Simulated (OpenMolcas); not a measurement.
# Multiconfigurational calculation on Au+

Input:

```
&GATEWAY
Coord
1

Au 0.0 0.0 0.0
Basis=ANO-RCC-VTZP
Group=XYZ
NoMove
AngMom=0.0 0.0 0.0
AMFI
RX2C
&SEWARD
&RASSCF
FileOrb=start.orb
Symmetry=1
Spin=3
nActEl=10 0 0
Inactive=15 19
Ras2=6 0
CIRoot=12 12 1
SDav=15
CIMx=300
Iter=120 100
PrWF=0.3
OrbListing=Nothing
MaxOrb=0
Atom
>>> COPY $Project.JobIph JOB001
&RASSCF
FileOrb=start.orb
Symmetry=1
Spin=1
nActEl=10 0 0
Inactive=15 19
Ras2=6 0
CIRoot=6 6 1
SDav=21
CIMx=300
Iter=120 100
PrWF=0.3
OrbListing=Nothing
MaxOrb=0
Atom
>>> COPY $Project.JobIph JOB002
&RASSI
NrOfJobIphs=2 5 6
1 2 3 4 5
1 2 3 4 5 6
IphNames
JOB001
JOB002
EJob
SpinOrbit
DIPRint=1.0
SOCoupling=1000.0
Subsets=2
MEES
Property=10
'ANGMOM' 1 'ANGMOM' 2 'ANGMOM' 3 'MLTPL  1' 1 'MLTPL  1' 2 'MLTPL  1' 3
'AMFI' 1 'AMFI' 2 'AMFI' 3 'MLTPL  2' 6
SOProperty=3
'ANGMOM' 1 'ANGMOM' 2 'ANGMOM' 3
```

Launched by
```bash
OMP_NUM_THREADS=1 MOLCAS_MEM=2252 MOLCAS_PROJECT=a pymolcas a.inp > a.log  # once for each step of the input, in one work folder
```

A driver script runs the steps one by one and writes start.orb anew before each from the orbitals found so far.

Output, cut to the results:

```
--- SEWARD ---
Basis set label: AU.ANO-RCC...8S7P5D3F1G.

      Electronic valence basis set:
      ------------------
      Associated Effective Charge  79.000000 au
      Associated Actual Charge     79.000000 au
      Nuclear Model: Point charge

      Shell  nPrim  nBasis  Cartesian Spherical Contaminant
         s      24       8        X
         p      21       7        X
         d      15       5                 X
         f      11       3                 X
         g       4       1                 X
RX2C
                  Relativistic X2C integrals
                  Atomic mean-field integrals
--- RASSCF ---
Wave function specifications:
      -----------------------------

      Number of closed shell electrons          68
      Number of electrons in active shells      10
      Max number of holes in RAS1 space          0
      Max nr of electrons in RAS3 space          0
      Number of inactive orbitals               34
      Number of active orbitals                  6
      Number of secondary orbitals              44
      Spin quantum number                      1.0
      State symmetry                             1
Orbital specifications:
      -----------------------

      Symmetry species                           1   2
                                                ag  au
      Frozen orbitals                            0   0
      Inactive orbitals                         15  19
      Active orbitals                            6   0
      RAS1 orbitals                              0   0
      RAS2 orbitals                              6   0
      RAS3 orbitals                              0   0
      Secondary orbitals                        21  23
      Deleted orbitals                           0   0
      Number of basis functions                 42  42
      Number of CSFs                            15
      Number of root(s) required                12
      Iter CI   SX   CI       RASSCF       Energy    max ROT     max BLB   max BLB  Level Ln srch  Step   QN
          iter iter root      energy       change     param      element    value   shift minimum  type update
 Nr of preliminary CI iterations:   1
      Total energies have been shifted. Add               -19000.00 au
        1   1    8    0   -11.42933027    0.00E+00  -3.84E-03   18  26 1 -9.56E-03*  0.00   0.00    SX    NO
        2   1    8    0   -11.42941900   -8.87E-05*  2.05E-03   18  26 1  5.51E-03*  0.00   0.00    SX    NO
        3   1    8    0   -11.42944929   -3.03E-05*  1.48E-03   18  26 1 -4.01E-03*  0.00   0.00    SX    NO
        4   1    8    0   -11.42946595   -1.67E-05*  1.09E-03   10  34 2  3.08E-03*  0.00   0.00    SX    NO
        5   1    8    0   -11.42947549   -9.54E-06*  4.70E-04   10  34 2 -2.34E-03*  0.00   0.57    LS   YES
        6   1    5    0   -11.42948824   -1.27E-05*  1.03E-05   10  41 2  1.33E-05   0.00   1.00    QN   YES
        7   1    4    0   -11.42948824   -3.64E-10   2.99E-06   21  22 1  2.45E-06   0.00   1.05    QN   YES
      Convergence after  7 iterations
        8   1    4    0   -11.42948824   -1.82E-11   2.99E-06   21  22 1  4.46E-07   0.00   1.05    QN   YES
      Natural orbitals and occupation numbers for root  1
      sym 1:   1.000000   2.000000   2.000000   2.000000   2.000000   1.000000
      Natural orbitals and occupation numbers for root  2
      sym 1:   2.000000   1.000000   2.000000   2.000000   2.000000   1.000000
      Natural orbitals and occupation numbers for root  3
      sym 1:   2.000000   1.000000   2.000000   2.000000   2.000000   1.000000
::    RASSCF root number  1 Total energy: -19011.50864373
::    RASSCF root number  2 Total energy: -19011.50864373
::    RASSCF root number  3 Total energy: -19011.50864373
::    RASSCF root number  4 Total energy: -19011.50864373
::    RASSCF root number  5 Total energy: -19011.50864373
::    RASSCF root number  6 Total energy: -19011.37294860
::    RASSCF root number  7 Total energy: -19011.37294860
::    RASSCF root number  8 Total energy: -19011.37294860
::    RASSCF root number  9 Total energy: -19011.37294860
::    RASSCF root number 10 Total energy: -19011.37294860
::    RASSCF root number 11 Total energy: -19011.37294860
::    RASSCF root number 12 Total energy: -19011.37294860
--- RASSCF ---
Wave function specifications:
      -----------------------------

      Number of closed shell electrons          68
      Number of electrons in active shells      10
      Max number of holes in RAS1 space          0
...
--- RASSI ---
SPIN-FREE ENERGIES:
  (Shifted by EMIN (a.u.) =     -19011.5822824426)

 SF State       Relative EMIN(au)   Rel lowest level(eV)    D:o, cm**(-1)      L_eff

     6             0.0000000000        0.0000000000              0.0000         0.0
     2             0.0736387117        2.0038114261          16161.8291         2.0
     3             0.0736387117        2.0038114261          16161.8291         2.0
     4             0.0736387117        2.0038114261          16161.8291         2.0
     5             0.0736387117        2.0038114261          16161.8291         2.0
     1             0.0736387117        2.0038114261          16161.8291         2.0
     7             0.0932876336        2.5384858310          20474.2690         2.0
     8             0.0932876336        2.5384858310          20474.2690         2.0
     9             0.0932876336        2.5384858310          20474.2690         2.0
    10             0.0932876336        2.5384858310          20474.2690         2.0
    11             0.0932876336        2.5384858310          20474.2690         2.0
     Dipole printing threshold changed to   1.00000000E+00
Eigenvalues of complex Hamiltonian:
   -----------------------------------
  (Shifted by EMIN (a.u.) =     -19011.5822824426)

 SO State       Relative EMIN(au)   Rel lowest level(eV)    D:o, cm**(-1)     J-value

     1            -0.0000000000        0.0000000000              0.0000         0.0
     2             0.0500074821        1.3607729114          10975.3737         2.4
     3             0.0500074821        1.3607729114          10975.3737         2.9
     4             0.0500074821        1.3607729114          10975.3737         2.5
     5             0.0500074821        1.3607729114          10975.3737         2.1
     6             0.0500074821        1.3607729114          10975.3737         2.2
     7             0.0500074821        1.3607729114          10975.3737         2.3
...
```

The J values that RASSI prints are effective ones from its own formula and need not be integers or half-integers; the table below assigns J from the states.

Levels above the lowest, from the spin-orbit matrix, grouped by J:

```
Configuration  Term  J  E (cm⁻¹)  Measured (cm⁻¹)      g  Term weight %  Second
         5d¹⁰    ¹S  0       0.0              0.0                   100        
       5d⁹ 6s    ³D  3     10975            15040  1.334            100        
       5d⁹ 6s    ³D  2     13444            17641  1.095             57   43 ¹D
       5d⁹ 6s    ³D  1     23942            27766  0.499            100        
       5d⁹ 6s    ¹D  2     25786            29621  1.072             57   43 ³D
```

Against the 4 measured excited levels shown (NIST Handbook of Basic Atomic Spectroscopic Data) the mean absolute deviation is 4000 cm-1; the largest miss in energy is 5d⁹ 6s ³D₂ [57 %]: computed 13444, measured 17641 cm⁻¹ (-23.8 %).

Some high roots are left out of the spin-orbit mixing, which shifts the levels that they would mix with. Without dynamic correlation excited terms often stand tens of per cent too high (terms of higher spin than the ground term too low), and those without a measured partner can miss by more than the paired ones. A single d shell beside an s shell can misplace configurations of different d count against each other. Computed and measured levels are paired by configuration, term and J; levels that our copy of the source lacks, or whose pairing is in doubt (as where it misses far off the trend of its configuration), stay unpaired and out of the deviations. Where the source uses jj or jK labels, the order within each J decides. Only configurations of the active space appear. The first state left out of the spin-orbit step lies near 46000 cm-1 above the lowest spin-free state of the reference (among the parities and spins computed), and the list stops at four fifths of that energy or lower.

The RASSCF and RASSI steps took 14 s on 1 thread of Arm Neoverse V1, on a shared host; the integral step is not counted.

The term weight is that of the spin-free term in the level, not the purity of its configuration. A share in square brackets marks a mixed level and gives the weight of the term that names it.
